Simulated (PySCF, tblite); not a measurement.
Isomers of C4H7ClSi, one GFN2-xTB conformer each. Single-point energies are computed at PBE0/pcSseg-1 (PySCF, gas phase, no added dispersion term), electronic only.

```
           SMILES  GFN2-xTB relative energy (kJ/mol)
ClC/C=C1/C[SiH2]1                                0.0
ClC/C=C1\C[SiH2]1                                0.4
```

Conformers: `[Cl:1][CH2:2]/[CH:3]=[C:4]1/[CH2:5][SiH2:6]1` with Cl1–C2–C3–C4 108°; `[Cl:1][CH2:2]/[CH:3]=[C:4]1\[CH2:5][SiH2:6]1` with Cl1–C2–C3–C4 -112°.

Question: What does PBE0/pcSseg-1 give for the same structures?

Answer: 
```tsv
SMILES	PBE0/pcSseg-1 E (Eh)	PBE0/pcSseg-1 (kJ/mol)	GFN2-xTB (kJ/mol)	point group
ClC/C=C1/C[SiH2]1	-905.73940	0.0	0.0	C1
ClC/C=C1\C[SiH2]1	-905.73874	1.7	0.4	C1
```

Both levels put the same isomer lowest. Neighbours under 10 kJ/mol apart (ClC/C=C1/C[SiH2]1 and ClC/C=C1\C[SiH2]1) can change places with a better method, another conformer or zero-point energy. ClC/C=C1/C[SiH2]1 and ClC/C=C1\C[SiH2]1 are stereoisomers, 1.7 kJ/mol apart in the conformers taken.

Question: Which frontier levels, dipoles and rotational constants go with these structures?

Answer: 
```json
{"SMILES": "ClC/C=C1/C[SiH2]1", "HOMO (eV, PBE0/pcSseg-1)": "-7.51", "LUMO (eV)": "-0.86", "dipole (D)": "2.42", "A, B, C (MHz)": "5649, 954.9, 898.3"}
{"SMILES": "ClC/C=C1\\C[SiH2]1", "HOMO (eV, PBE0/pcSseg-1)": "-7.41", "LUMO (eV)": "-0.86", "dipole (D)": "2.44", "A, B, C (MHz)": "7489, 864.5, 855.4"}
```

Question: What happens when harmonic zero-point energies from GFN2-xTB frequencies are added?

Answer: 
```tsv
SMILES	ZPE (kJ/mol)	electronic (kJ/mol)	with ZPE (kJ/mol)
ClC/C=C1/C[SiH2]1	239.5	0.0	0.0
ClC/C=C1\C[SiH2]1	239.9	1.7	2.1
```

The zero-point energies span 0.4 kJ/mol. The order is unchanged.
